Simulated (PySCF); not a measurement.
C₂H₆OSi, SMILES O[SiH2]C=C. Geometry optimised at ωB97X-D3(BJ)/def2-SVP. Other conformers were not sampled.

Computed equilibrium geometry at ωB97X-D3(BJ)/def2-SVP (PySCF confirms it by a frequency run) as a Z-matrix (one conformer of several):
```
C
C 1 1.3385
H 2 1.0967 1 122.49
H 2 1.0969 3 116.50 1 -179.64
H 1 1.0990 2 118.47 3 0.00
Si 1 1.8700 5 120.18 2 -179.95
O 6 1.6724 1 109.90 5 172.56
H 7 0.9623 6 116.45 1 -70.61
H 6 1.4868 7 106.13 8 168.77
H 6 1.4961 9 108.95 7 119.88
```
Charge 0, spin multiplicity 1.
